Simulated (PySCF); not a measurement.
**V (vanadium, neutral) across methods**

[Ar] 3d4 4s1, high-spin 6D determinant (an excited configuration). Calculation: PySCF 2.14, in def2-QZVPPD (11s6p5d3f2g, 93 functions); the non-relativistic Hamiltonian (point nucleus).

```json
{"method": "B97-3", "E (hartree)": "-943.792", "mean ε 3p β (eV)": "-40.193", "mean ε 4s α (eV)": "-4.537", "mean ε 3d α (eV)": "-4.529", "Σ⟨r²⟩ (bohr²)": "39.37", "⟨S²⟩": "8.750"}
{"method": "LDA", "E (hartree)": "-941.775", "mean ε 3p β (eV)": "-37.746", "mean ε 4s α (eV)": "-4.369", "mean ε 3d α (eV)": "-3.305", "Σ⟨r²⟩ (bohr²)": "39.54", "⟨S²⟩": "8.750"}
{"method": "HSE06", "E (hartree)": "-943.740", "mean ε 3p β (eV)": "-39.614", "mean ε 4s α (eV)": "-4.351", "mean ε 3d α (eV)": "-4.185", "Σ⟨r²⟩ (bohr²)": "39.40", "⟨S²⟩": "8.750"}
{"method": "UHF", "E (hartree)": "-942.88399", "mean ε 3p β (eV)": "-46.017", "mean ε 4s α (eV)": "-5.840", "mean ε 3d α (eV)": "-8.782", "Σ⟨r²⟩ (bohr²)": "39.86", "⟨S²⟩": "8.751"}
{"method": "r2SCAN", "E (hartree)": "-943.897", "mean ε 3p β (eV)": "-38.260", "mean ε 4s α (eV)": "-4.418", "mean ε 3d α (eV)": "-3.348", "Σ⟨r²⟩ (bohr²)": "39.18", "⟨S²⟩": "8.751"}
{"method": "PBE0", "E (hartree)": "-943.720", "mean ε 3p β (eV)": "-39.984", "mean ε 4s α (eV)": "-4.681", "mean ε 3d α (eV)": "-4.591", "Σ⟨r²⟩ (bohr²)": "39.37", "⟨S²⟩": "8.750"}
{"method": "PBE", "E (hartree)": "-943.693", "mean ε 3p β (eV)": "-37.666", "mean ε 4s α (eV)": "-4.203", "mean ε 3d α (eV)": "-3.180", "Σ⟨r²⟩ (bohr²)": "39.88", "⟨S²⟩": "8.750"}
{"method": "TPSSh", "E (hartree)": "-943.937", "mean ε 3p β (eV)": "-38.801", "mean ε 4s α (eV)": "-4.341", "mean ε 3d α (eV)": "-3.694", "Σ⟨r²⟩ (bohr²)": "39.49", "⟨S²⟩": "8.750"}
```

Estimate the same row for revPBE.

E (hartree) = -943.825; mean ε 3p β (eV) = -37.648; mean ε 4s α (eV) = -4.158; mean ε 3d α (eV) = -3.142; Σ⟨r²⟩ (bohr²) = 39.89; ⟨S²⟩ = 8.750.
